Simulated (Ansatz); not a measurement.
Harmonic frequencies (cm⁻¹) at PBE0-D4/def2-TZVP from Ansatz: 93, 98, 126, 239, 280, 287, 315, 342, 358, 470, 556, 674, 711, 838, 964, 1098, 1221, 2564, 2693, 2695, 3890.

Each molecule was computed in one conformer, which needn't be the lowest.

Problem. Which molecule is it?
A. `CN=C(F)F`
B. `O[BH][Sb]([SH])[SH]`
C. `B[SiH]1BO1`
D. `N=C1N[SiH2]O1`

Solution. B.
